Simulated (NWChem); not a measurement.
The numbers come from NWChem runs, not from measurements. System: C$_{3}$H$_{7}$FSi, charge 0, spin multiplicity 1, at a geometry optimised with PBE0/def2-SVP. The structure started from a generated list of species. Level: BHandHLYP/def2-SVP.

Output (cleaned and shortened):

```
             Northwest Computational Chemistry Package (NWChem) 7.3.0
             --------------------------------------------------------

                                NWChem Input Module
                                -------------------

 Scaling coordinates for geometry "geometry" by  1.889725989
 (inverse scale =  0.529177249)

                             Geometry "geometry" -> ""
                             -------------------------

 Output coordinates in angstroms (scale by  1.889725989 to convert to a.u.)

  No.       Tag          Charge          X              Y              Z
 ---- ---------------- ---------- -------------- -------------- --------------
    1 C                    6.0000    -2.66946600    -0.50468200     0.08544700
    2 C                    6.0000    -1.67746500     0.38677100     0.20172900
    3 Si                  14.0000     0.00189000     0.17744300    -0.59628700
    4 C                    6.0000     1.33901900    -0.03877500     0.74398700
    5 F                    9.0000     2.58333400    -0.14052700     0.15431500
    6 H                    1.0000    -2.55680100    -1.42241000    -0.50338300
    7 H                    1.0000    -3.64269600    -0.35976100     0.56832600
    8 H                    1.0000    -1.86628000     1.28657200     0.80360700
    9 H                    1.0000     0.36434600     1.37741800    -1.41100800
   10 H                    1.0000    -0.01442700    -1.03245700    -1.47307500
   11 H                    1.0000     1.33970700     0.81747200     1.44306900
   12 H                    1.0000     1.14715700    -0.94617300     1.34467700

 Effective nuclear repulsion energy (a.u.)     213.0828219307

            Nuclear Dipole moment (a.u.)
            ----------------------------
        X                 Y               Z
 ---------------- ---------------- ----------------
     0.0000000000     0.0000075589     0.0000151178


 Summary of "ao basis" -> "" (spherical)
 ------------------------------------------------------------------------------
       Tag                 Description            Shells   Functions and Types
 ---------------- ------------------------------  ------  ---------------------
 *                          def2-svp                  on all atoms

                                 NWChem DFT Module
                                 -----------------

 Summary of "ao basis" -> "ao basis" (spherical)
 ------------------------------------------------------------------------------
       Tag                 Description            Shells   Functions and Types
 ---------------- ------------------------------  ------  ---------------------
 C                          def2-svp                 6       14   3s2p1d
 Si                         def2-svp                 8       18   4s3p1d
 F                          def2-svp                 6       14   3s2p1d
 H                          def2-svp                 3        5   2s1p

 Summary of "ao basis" -> "ao basis" (spherical)
 ------------------------------------------------------------------------------
       Tag                 Description            Shells   Functions and Types
 ---------------- ------------------------------  ------  ---------------------
 C                          def2-svp                 6       14   3s2p1d
 Si                         def2-svp                 8       18   4s3p1d
 F                          def2-svp                 6       14   3s2p1d
 H                          def2-svp                 3        5   2s1p

            General Information
            -------------------
          SCF calculation type: DFT
          Wavefunction type:  closed shell.
          No. of atoms     :    12
          No. of electrons :    48
           Alpha electrons :    24
            Beta electrons :    24
          Charge           :     0
          Spin multiplicity:     1
          Use of symmetry is: off; symmetry adaption is: off
          Maximum number of iterations: 100
          AO basis - number of functions:   109
                     number of shells:    53
          Convergence on energy requested:  1.00D-06
          Convergence on density requested:  1.00D-05
          Convergence on gradient requested:  5.00D-04
[...]
                  --------------- ------------------- ---------------
          dE  on:    start            ASAP                start
          dE off:    2 iters        100 iters           100 iters

      Screening Tolerance Information
      -------------------------------
          Density screening/tol_rho:  1.00D-10
          AO Gaussian exp screening on grid/accAOfunc:  14
          CD Gaussian exp screening on grid/accCDfunc:  20
          XC Gaussian exp screening on grid/accXCfunc:  20
          Schwarz screening/accCoul:  1.00D-08

      Superposition of Atomic Density Guess
      -------------------------------------

 Sum of atomic energies:        -504.40044035

      Non-variational initial energy
      ------------------------------

 Total energy =    -506.707702
 1-e energy   =   -1117.600353
 2-e energy   =     397.809829
 HOMO         =      -0.318613
 LUMO         =      -0.019262

------------------------------------------------------------
EAF file 0: "./mol.aoints.0" size=524288 bytes
------------------------------------------------------------
               write      read    awrite     aread      wait
               -----      ----    ------     -----      ----
     calls:        1         0         0         0         0
   data(b): 5.24e+05  0.00e+00  0.00e+00  0.00e+00
   time(s): 0.00e+00  0.00e+00  0.00e+00  0.00e+00  0.00e+00
rate(mb/s): 0.00e+00  0.00e+00
------------------------------------------------------------

   convergence    iter        energy       DeltaE   RMS-Dens  Diis-err    time
 ---------------- ----- ----------------- --------- --------- ---------  ------
 d= 0,ls=0.0,diis     1   -507.3911982582 -7.20D+02  1.26D-02  4.39D-01     3.3
 d= 0,ls=0.0,diis     2   -507.4321565194 -4.10D-02  2.70D-03  2.36D-01     4.1
 d= 0,ls=0.0,diis     3   -507.4526685094 -2.05D-02  8.20D-04  1.74D-02     5.1
 d= 0,ls=0.0,diis     4   -507.4542277786 -1.56D-03  1.82D-04  4.84D-04     6.1
 d= 0,ls=0.0,diis     5   -507.4542753636 -4.76D-05  6.27D-05  5.40D-05     7.1
  Resetting Diis
 d= 0,ls=0.0,diis     6   -507.4542818474 -6.48D-06  1.85D-05  5.54D-06     8.1
 d= 0,ls=0.0,diis     7   -507.4542825991 -7.52D-07  9.72D-06  6.33D-07     9.1

         Total DFT energy =     -507.454282599106
      One electron energy =    -1121.788230397243
           Coulomb energy =      451.381825483637
    Exchange-Corr. energy =      -50.130699616193
 Nuclear repulsion energy =      213.082821930693

 Numeric. integr. density =       47.999985398616

     Total iterative time =      8.7s

                       DFT Final Molecular Orbital Analysis
                       ------------------------------------

 Vector   22  Occ=2.000000D+00  E=-3.876918D-01
              MO Center= -8.5D-01, -7.7D-02, -2.5D-01, r^2= 3.9D+00
   Bfn.  Coefficient  Atom+Function         Bfn.  Coefficient  Atom+Function
  ----- ------------  ---------------      ----- ------------  ---------------
    18      0.253690   2 C  px               95     -0.250826  10 H  s
    38      0.217397   3 Si pz               85     -0.205253   8 H  s
    19     -0.155255   2 C  py               80      0.155678   7 H  s
    96     -0.144775  10 H  s                41      0.143098   3 Si pz
    75     -0.133906   6 H  s                21      0.130670   2 C  px

 Vector   23  Occ=2.000000D+00  E=-3.670994D-01
              MO Center=  4.7D-02,  3.5D-02,  1.8D-01, r^2= 4.5D+00
   Bfn.  Coefficient  Atom+Function         Bfn.  Coefficient  Atom+Function
  ----- ------------  ---------------      ----- ------------  ---------------
    52      0.258871   4 C  pz               66      0.255785   5 F  pz
    36     -0.238519   3 Si px               20     -0.231115   2 C  pz
    69     -0.195419   5 F  pz               50      0.167427   4 C  px
    64      0.162955   5 F  px                4     -0.150814   1 C  px
    23     -0.151523   2 C  pz               18      0.133590   2 C  px

 Vector   24  Occ=2.000000D+00  E=-3.295944D-01
              MO Center= -1.4D+00, -4.8D-03,  1.1D-01, r^2= 3.8D+00
   Bfn.  Coefficient  Atom+Function         Bfn.  Coefficient  Atom+Function
  ----- ------------  ---------------      ----- ------------  ---------------
     6      0.293060   1 C  pz               20      0.271040   2 C  pz
     9      0.209773   1 C  pz               23      0.193113   2 C  pz
     5     -0.169317   1 C  py               19     -0.166914   2 C  py
    52      0.163349   4 C  pz               49     -0.160388   4 C  s
    18      0.133396   2 C  px               50      0.125071   4 C  px

 Vector   25  Occ=0.000000D+00  E= 2.264552D-02
              MO Center= -1.8D+00, -5.1D-02,  5.5D-02, r^2= 3.2D+00
   Bfn.  Coefficient  Atom+Function         Bfn.  Coefficient  Atom+Function
  ----- ------------  ---------------      ----- ------------  ---------------
     9      0.489533   1 C  pz               49      0.460249   4 C  s
    23     -0.397655   2 C  pz                6      0.321554   1 C  pz
     8     -0.313934   1 C  py               22      0.265127   2 C  py
    20     -0.254748   2 C  pz               41     -0.248355   3 Si pz
    91     -0.239271   9 H  s                21     -0.221884   2 C  px

 Vector   26  Occ=0.000000D+00  E= 8.390883D-02
              MO Center= -1.2D-01,  8.3D-02, -4.5D-01, r^2= 5.4D+00
   Bfn.  Coefficient  Atom+Function         Bfn.  Coefficient  Atom+Function
  ----- ------------  ---------------      ----- ------------  ---------------
    17      1.438389   2 C  s                39      1.204821   3 Si px
    86     -0.569869   8 H  s                76     -0.498757   6 H  s
    41     -0.487640   3 Si pz                3      0.450833   1 C  s
    21      0.363499   2 C  px               91     -0.362706   9 H  s
    53      0.292501   4 C  px               81     -0.274503   7 H  s

 Vector   27  Occ=0.000000D+00  E= 9.334029D-02
              MO Center=  3.2D-01,  2.5D-01,  4.4D-01, r^2= 5.9D+00
   Bfn.  Coefficient  Atom+Function         Bfn.  Coefficient  Atom+Function
  ----- ------------  ---------------      ----- ------------  ---------------
    49      2.085900   4 C  s                41     -1.138760   3 Si pz
   101     -0.939182  11 H  s               106     -0.912611  12 H  s
    17      0.743158   2 C  s                32     -0.639923   3 Si s
    53     -0.557971   4 C  px               96     -0.481112  10 H  s
    86     -0.416276   8 H  s                39     -0.397639   3 Si px

 center of mass
 --------------
 x =   0.16303374 y =   0.00278674 z =  -0.01255891

 moments of inertia (a.u.)
 ------------------
         148.147812211660         -14.126928960203         -48.052039708973
         -14.126928960203        1144.933143754652           8.072103606632
         -48.052039708973           8.072103606632        1100.527397563371

     Multipole analysis of the density
     ---------------------------------

     L   x y z        total         alpha         beta         nuclear
     -   - - -        -----         -----         ----         -------
     0   0 0 0     -0.000000    -24.000000    -24.000000     48.000000

     1   1 0 0     -0.877683     -0.438842     -0.438842      0.000000
     1   0 1 0      0.014980      0.007486      0.007486      0.000008
     1   0 0 1      0.444936      0.222461      0.222461      0.000015

     2   2 0 0    -31.543998   -296.088485   -296.088485    560.632972
     2   1 1 0      0.784016     -6.195303     -6.195303     13.174621
     2   1 0 1      0.146324    -12.158508    -12.158508     24.463340
     2   0 2 0    -27.910209    -34.288794    -34.288794     40.667379
     2   0 1 1      0.846882      1.512606      1.512606     -2.178330
     2   0 0 2    -28.500096    -46.523324    -46.523324     64.546553

 Task  times  cpu:        9.1s     wall:        9.1s

 Total times  cpu:        9.2s     wall:        9.2s
```

Q: Write an NWChem input that would produce this output.

A: One answer among several that fit: 
```
start mol
memory heap 200 mb stack 800 mb global 1000 mb
geometry units angstroms nocenter noautoz noautosym
  C     -2.669466    -0.504682     0.085447
  C     -1.677465     0.386771     0.201729
  Si     0.001890     0.177443    -0.596287
  C      1.339019    -0.038775     0.743987
  F      2.583334    -0.140527     0.154315
  H     -2.556801    -1.422410    -0.503383
  H     -3.642696    -0.359761     0.568326
  H     -1.866280     1.286572     0.803607
  H      0.364346     1.377418    -1.411008
  H     -0.014427    -1.032457    -1.473075
  H      1.339707     0.817472     1.443069
  H      1.147157    -0.946173     1.344677
end
basis spherical
  * library def2-svp
end
dft
  xc bhlyp
  semidirect memsize 60000000 filesize 0
  iterations 100
end
task dft energy
```
